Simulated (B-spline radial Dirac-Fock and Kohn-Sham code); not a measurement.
# What relativity does to the binding energies of Re⁶⁰⁺

System: the Re⁶⁰⁺ ion, [Ne] 3s2 3p3.

Both columns are ΔSCF binding energies of the configuration average from an atomic code on a B-spline grid: non-relativistic Hartree-Fock with a point nucleus, and Dirac-Fock with a finite nucleus and the Coulomb interaction alone, averaged over the two j levels with weights 2j+1.

| shell | Hartree-Fock (eV) | Dirac-Fock (eV) | shift (eV) | shift (%) |
| --- | --- | --- | --- | --- |
| 1s | 70801.1 | 76923.8 | +6122.70 | +8.65 |
| 2s | 15513.7 | 17235.7 | +1721.98 | +11.10 |
| 3s | 6348.1 | 6878.7 | +530.53 | +8.36 |
| 3p | 6199.9 | 6438.3 | +238.38 | +3.84 |

Relativity binds 1s, 2s, 3s, 3p more strongly, among those listed most of all 2s in relative terms.

Values without a named source are computed, but for edge energies of neutral atoms, which are taken from tables.
